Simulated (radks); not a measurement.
Results of a calculation; reference values are marked as such.
Neutral strontium inside a hard spherical wall (all orbitals vanish at R), configuration held at [Kr] 5s2 and not refilled when levels cross. Code: a radial shooting solver on a logarithmic mesh with Libxc functionals. Model: scalar-relativistic Kohn-Sham, LDA (Slater exchange, Perdew-Wang correlation), spin-polarised, spherical densities, point nucleus. Eigenvalues in eV for spin up, with the zero of energy where the potential of the charges vanishes at infinity; a dash marks a level that is unbound or too diffuse for the functional's potential to be trusted. A positive occupied level is held by the wall or, in an anion where self-interaction has pushed it up, behind a barrier. The pressure on the wall is -dE/dV.

| R (bohr) | E (hartree) | kinetic (hartree) | e(3d) | e(4s) | e(4p) | e(5s) | e(4d, empty) | e(5p, empty) | pressure (GPa) |
|---|---|---|---|---|---|---|---|---|---|
| free | -3175.81602 | 3255.712 | -128.23 | -40.919 | -22.860 | -3.641 | -1.402 | -1.319 | 0 |
| 20 | -3175.81602 | 3255.712 | -128.23 | -40.919 | -22.860 | -3.641 | -1.402 | -1.318 | < 0.0001 |
| 12 | -3175.81555 | 3255.717 | -128.18 | -40.874 | -22.816 | -3.609 | -1.358 | -1.216 | 0.00753 |
| 8 | -3175.79560 | 3255.838 | -127.39 | -40.115 | -22.076 | -2.933 | -0.652 | 0.012 | 0.676 |
| 4 | -3174.88580 | 3259.105 | -118.81 | -32.915 | -15.175 | 12.333 | 8.234 | 20.914 | 158 |
| 3.5 | -3174.10004 | 3261.826 | -114.02 | -29.394 | -11.617 | 23.082 | 13.269 | 34.029 | 426 |
| 3 | -3172.38622 | 3267.565 | -105.49 | -23.203 | -4.996 | 43.863 | 22.463 | 58.035 | 1320 |
